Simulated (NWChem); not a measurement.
Program: NWChem. System: C$_{3}$H$_{3}$N$_{2}$, charge 1, spin multiplicity 3, at the geometry of a parent with another charge or spin, in a state set for the comparison that need not be this species' ground state. Its SCF solution wasn't tested for a lower state. Level: UMP2/def2-TZVP, 5 core orbitals frozen.

Part of the output:

```
             Northwest Computational Chemistry Package (NWChem) 7.3.0
             --------------------------------------------------------

                                NWChem Input Module
                                -------------------

 Scaling coordinates for geometry "geometry" by  1.889725989
 (inverse scale =  0.529177249)

 Turning off AUTOSYM since
 SYMMETRY directive was detected!

                             Geometry "geometry" -> ""
                             -------------------------

 Output coordinates in angstroms (scale by  1.889725989 to convert to a.u.)

  No.       Tag          Charge          X              Y              Z
 ---- ---------------- ---------- -------------- -------------- --------------
    1 C                    6.0000    -0.61716200     1.03647000     0.00000000
    2 C                    6.0000    -1.16295600    -0.22112200     0.00000000
    3 N                    7.0000    -0.05373200    -1.04221700     0.00000000
    4 C                    6.0000     1.04635400    -0.24751800     0.00000000
    5 N                    7.0000     0.70803800     1.02681300     0.00000000
    6 H                    1.0000    -2.18068500    -0.59936900     0.00000000
    7 H                    1.0000    -0.05817700    -2.05490200     0.00000000
    8 H                    1.0000     2.06129900    -0.64488400     0.00000000

 Effective nuclear repulsion energy (a.u.)     155.4760662660

            Nuclear Dipole moment (a.u.)
            ----------------------------
        X                 Y               Z
 ---------------- ---------------- ----------------
    -0.0000094486    -0.0000056692     0.0000000000

      Symmetry information
      --------------------

 Group name             Cs
 Group number              2
 Group order               2
 No. of unique centers     8

      Symmetry unique atoms

     1    2    3    4    5    6    7    8


 Summary of "ao basis" -> "" (spherical)
 ------------------------------------------------------------------------------
       Tag                 Description            Shells   Functions and Types
 ---------------- ------------------------------  ------  ---------------------
 *                         def2-tzvp                  on all atoms

 Summary of "ao basis" -> "ao basis" (spherical)
 ------------------------------------------------------------------------------
       Tag                 Description            Shells   Functions and Types
[...]
     2   0 2 0    -15.086585    -60.135884    -51.684585     96.733884
     2   0 1 1      0.000000      0.000000      0.000000      0.000000
     2   0 0 2    -20.000697    -11.464248     -8.536449      0.000000

                   NWChem MP2 Semi-direct Energy/Gradient Module
                   ---------------------------------------------

  Basis functions       =    173
  Molecular orbitals    =    173
  Frozen core           =      5
  Frozen virtuals       =      0
  Active alpha occupied =     13
  Active beta occupied  =     11
  Active alpha virtual  =    155
  Active beta virtual   =    157
  Use MO symmetry       = T
  Use skeleton AO sym   = T

  AO/Fock/Back tols     =   1.0D-09  1.0D-09  1.0D-09

 GA uses MA = F    GA memory limited = T

 Available:
  local mem=  1.26D+08
 global mem=  1.44D+08
 local disk=  0.00D+00
  mp2_memr nvloc                   155
  nvloc new                   155
   1 passes of  13:        5242880                     161764                 102542140.
   1 passes of  13: M    126150825           G      144119342           F     120907945.

 Semi-direct pass number   1 of   1  for UHF alpha       at       51.5s
  vrange nnbf                 14960
  mp2_eaftype                   391  avail_ma_in_mb                  1099
 EAF : mp2_eaftype filesize         391   51271070.
  mp2_eaf for mointskh                    391
Node 0 wrote    241.2 Mb in      0.0 s     Agg I/O rate:  6115.9 Mb/s
 Done moints_semi at       60.7s
  mp2_eaftype                   391  avail_ma_in_mb                   708
 EAF : mp2_eaftype filesize         391   51271070.
  mp2_eaf for kh                   391
 Done maket at       61.2s
 Done multipass loop at       61.2s

 GA uses MA = F    GA memory limited = T

 Available:
  local mem=  1.26D+08
 global mem=  1.44D+08
 local disk=  0.00D+00
  mp2_memr nvloc                   157
  nvloc new                   157
   1 passes of  11:        5242880                     147370                  87893308.
   1 passes of  11: M    126150825           G      144119342           F     120907945.

 Semi-direct pass number   1 of   1  for UHF beta        at       61.2s
  vrange nnbf                 14960
  mp2_eaftype                   335  avail_ma_in_mb                  1099
 EAF : mp2_eaftype filesize         335   43946654.
  mp2_eaf for mointskh                    335
Node 0 wrote    206.7 Mb in      0.0 s     Agg I/O rate:  6626.9 Mb/s
 Done moints_semi at       70.2s
  mp2_eaftype                   335  avail_ma_in_mb                   764
 EAF : mp2_eaftype filesize         335   43946654.
  mp2_eaf for kh                   335
 Done maket at       70.7s
 Done multipass loop at       70.7s

          -------------------------------------------
          SCF energy                -223.970782280192
          Correlation energy          -0.763329560120
          Singlet pairs                0.000000000000
          Triplet pairs                0.000000000000
          Total MP2 energy          -224.734111840312
          -------------------------------------------

          ---------------------------------------------------
                    Spin Component Scaled (SCS) MP2
          Same spin pairs                     -0.202058194103
          Same spin scaling factor             0.333333333333
          Opposite spin pairs                 -0.561271366018
          Opposite spin scaling fact.          1.200000000000
          SCS-MP2 correlation energy          -0.740878370589
          Total SCS-MP2 energy              -224.711660650780
          ---------------------------------------------------

 -----------------------
 Performance information
 -----------------------

 Timer overhead =  1.42D-07 seconds/call

               Nr. of calls         CPU time (s)                 Wall time (s)                GFlops
             ---------------    -------------------     ------------------------------   -------------------
Name         Min   Avg   Max    Min     Avg     Max     Min     Avg     Max   Mx/calls   Min     Max     Sum
mp2: moin     2     2     2    18.     18.     18.      18.     18.     18.     9.1      0.0     0.0     0.0
mp2: make     2     2     2   0.92    0.92    0.92     0.92    0.92    0.92    0.46      0.0     0.0     0.0
mp2: tota     1     1     1    19.     19.     19.      19.     19.     19.     19.      0.0     0.0     0.0

 The average no. of pstat calls per process was 5.00D+00
 with a timing overhead of 7.09D-07s

 Task  times  cpu:       70.6s     wall:       70.6s

 Total times  cpu:       70.7s     wall:       70.7s
```

Problem. Write an NWChem input that would produce this output.

Solution. One answer among several that fit: 
```
start mol
memory heap 200 mb stack 900 mb global 1100 mb
charge 1
geometry units angstroms nocenter noautoz
  C     -0.617162     1.036470     0.000000
  C     -1.162956    -0.221122     0.000000
  N     -0.053732    -1.042217     0.000000
  C      1.046354    -0.247518     0.000000
  N      0.708038     1.026813     0.000000
  H     -2.180685    -0.599369     0.000000
  H     -0.058177    -2.054902     0.000000
  H      2.061299    -0.644884     0.000000
  symmetry group Cs
end
basis spherical
  * library def2-tzvp
end
scf
  uhf
  nopen 2
  maxiter 100
  thresh 1e-7
  semidirect memsize 60000000 filesize 0
  # guess.movecs holds the orbitals of an unrestricted PBE0 run
  vectors input guess.movecs output mol.movecs
end
mp2
  freeze core 5
end
task mp2 energy
```
